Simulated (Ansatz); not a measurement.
Geometry optimisation, RKS PBE/def2-SVP in Ansatz.

Input:

```yaml
crystal:
  periodic: [false, false, false]
  atoms:
    - { symbol: Ga, position_ang: [-1.21316, 0.539555, -0.923027] }
    - { symbol: O, position_ang: [1.898724, 1.048251, -0.628787] }
    - { symbol: H, position_ang: [-0.83209, -0.202417, -2.25862] }
    - { symbol: H, position_ang: [-1.569416, 2.044158, -0.665642] }
    - { symbol: H, position_ang: [0.740223, -0.864089, 1.481193] }
    - { symbol: "N", position_ang: [-1.367075, -0.62016, 0.582966] }
    - { symbol: H, position_ang: [2.034651, 0.538955, 0.192286] }
    - { symbol: F, position_ang: [1.625868, -0.938318, 1.730082] }
    - { symbol: H, position_ang: [2.117718, 0.391729, -1.319041] }
    - { symbol: H, position_ang: [-1.914034, -0.31779, 1.393764] }
    - { symbol: H, position_ang: [-1.521408, -1.619875, 0.414725] }
basis:
  gaussian: { orbitals: def2-SVP }
hamiltonian:
  xc: pbe
relax:
  f_tol: 0.03
  max_steps: 50
```

Launched with:

```bash
$ ansatz run input.yaml --threads 2 --pin off --max-ram 3072MiB --backend cpu --events-out ev --progress --plain --runs-dir out
```

Where does it end, and by what steps?

It converged. After 13 steps the energy has fallen by 1.576 eV; H5 moved furthest, 0.80 Å. Parted: O2–H7 (0.98 → 1.39 Å), H5–F8 (0.92 → 1.64 Å). Joined: Ga1–O2 (3.17 → 1.92 Å), H5–N6 (2.30 → 1.06 Å), H7–F8 (2.17 → 1.03 Å).

| step | energy less start (eV) | largest force component (eV/Å) | accepted |
| --- | --- | --- | --- |
| 0 | 0.0000 | 1.668 | yes |
| 1 | -0.3006 | 0.953 | yes |
| 2 | -0.7018 | 1.283 | yes |
| 3 | -1.0611 | 1.069 | yes |
| 4 | -1.2018 | 0.569 | yes |
| 5 | -1.2794 | 0.704 | yes |
| 6 | -1.3406 | 0.599 | yes |
| 7 | -1.4159 | 1.223 | yes |
| 8 | -1.5233 | 0.782 | yes |
| 9 | -1.5559 | 0.767 | yes |
| 10 | -1.5555 | 0.705 | no |
| 11 | -1.5729 | 0.168 | yes |
| 12 | -1.5743 | 0.108 | yes |
| 13 | -1.5758 | 0.024 | yes |

```xyz
11
Properties=species:S:1:pos:R:3
Ga -0.564 0.623 -0.947
O 1.297 0.836 -0.537
H -0.753 -0.314 -2.209
H -1.352 1.945 -0.603
H 0.027 -0.770 1.139
N -0.931 -0.626 0.700
H 1.627 0.037 0.550
F 1.641 -0.614 1.354
H 1.877 0.640 -1.294
H -1.554 -0.211 1.404
H -1.314 -1.545 0.443
```

The run took 25 s on 2 threads of AMD EPYC 7B13 (Zen 3) (shared host), peak memory 0.17 GiB.
